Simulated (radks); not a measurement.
Trend from Sc+ to Cu+: ionisation energy by Delta-SCF between NIST ground configurations, and size. Calculated with a radial shooting solver on a logarithmic mesh with Libxc functionals: scalar-relativistic Kohn-Sham, SCAN, spin-polarised, spherical densities, finite nucleus; open shells are filled with parallel spins first; meta-GGA in the generalised Kohn-Sham scheme; Fermi nuclear charge, rms radius of each element as measured or else 0.836 A^(1/3) + 0.57 fm.

species,configuration,configuration of the ion,IE (eV),NIST (eV),kind,-e(HOMO) (eV),outermost,<r> outermost (bohr)
Sc+,[Ar] 3d1 4s1,[Ar] 3d1,13.066,12.800,exp.,10.203 (3d),4s,3.32
Ti+,[Ar] 3d2 4s1,[Ar] 3d2,14.023,13.576,exp.,11.219 (4s),4s,3.11
V+,[Ar] 3d4,[Ar] 3d3,15.792,14.63,exp.,9.857 (3d),3d,1.51
Cr+,[Ar] 3d5,[Ar] 3d4,17.360,16.486,exp.,11.021 (3d),3d,1.37
Mn+,[Ar] 3d5 4s1,[Ar] 3d5,16.356,15.640,exp.,13.042 (4s),4s,2.69
Fe+,[Ar] 3d6 4s1,[Ar] 3d6,16.898,16.199,exp.,12.420 (3d),4s,2.61
Co+,[Ar] 3d8,[Ar] 3d7,17.479,17.084,exp.,10.851 (3d),3d,1.17
Ni+,[Ar] 3d9,[Ar] 3d8,19.296,18.169,exp.,12.286 (3d),3d,1.08
Cu+,[Ar] 3d10,[Ar] 3d9,21.055,20.292,exp.,13.671 (3d),3d,1.01

Reference values: NIST Atomic Spectra Database (exp. = measured, semi-emp. = semi-empirical, theory = theoretical value adopted there). Open shells are spherical and high-spin; term and fine-structure splittings are not resolved.
